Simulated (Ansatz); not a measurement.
`[NH2][Sn]([Cl])([Cl])[Cl]` + HI → `[Cl][Sn]([Cl])([Cl])[I]` + NH₃ at 500 K and 1 bar (ligand exchange at the Sn–N bond).

Calculated with Ansatz (gas phase, PBE0-D4/def2-TZVP geometries, no zero-point term in ΔE). CBS: MP2 limit from def2 TZ/QZ plus the TZ coupled-cluster correction, frozen cores. This one scheme is used for every species. def2 core potentials past Kr. For I, Sn outer-core shells are correlated without core-valence functions, which leaves a few kJ/mol of doubt a bond. Each species was taken in one conformer, which may not be the lowest.

| species | CCSD(T)/CBS energy (Eh) | H − E (kJ/mol) | S (J/(mol·K)) |
| --- | --- | --- | --- |
| `[NH2][Sn]([Cl])([Cl])[Cl]` | -1649.42005 | 124.5 | 461.1 |
| HI | -298.03592 | 28.6 | 221.6 |
| `[Cl][Sn]([Cl])([Cl])[I]` | -1890.98666 | 55.6 | 452.7 |
| NH₃ | -56.50880 | 108.2 | 211.8 |

H − E and S are ideal-gas, rigid-rotor, harmonic terms from PBE0-D4/def2-TZVP, for one conformer and one mirror image of each species. 1 Eh = 2625.50 kJ/mol, R = 8.31446 J/(mol·K).

**Question.** By hand: ΔE, ΔH, ΔS and ΔG.

**Answer.** ΔE = (-1890.98666) + (-56.50880) − (-1649.42005) − (-298.03592) = -0.03949 Eh = -103.7 kJ/mol. Δ(H − E) = 55.6 + 108.2 − 124.5 − 28.6 = 10.7, so ΔH = -93.0 kJ/mol. ΔS = 452.7 + 211.8 − 461.1 − 221.6 = -18.2 J/(mol·K). ΔG = -93.0 − 500 × (-18.2)/1000 = -83.9 kJ/mol.

**Question.** By hand: the equilibrium constant, and the temperature at which ΔG would vanish if ΔH and ΔS stayed fixed.

**Answer.** log₁₀ K = −ΔG/(RT ln 10) = 8.8. ΔG = 0 at ΔH/ΔS = 5110 K, far beyond where these terms or the molecules hold.

ΔH outweighs TΔS. A doubt of 5 kJ/mol in ΔE shifts log₁₀ K by 0.5 here. Other conformers and mirror images would add mixing entropy, several J/(mol·K) or more a flexible species. Modes under 60 cm⁻¹, often nearly free rotors, make the harmonic entropy too high. These are equilibria of isolated gas molecules and say nothing of rates. Largest T1 diagnostic: 0.011 (customary marks: 0.02 for closed shells, 0.045 for open ones).
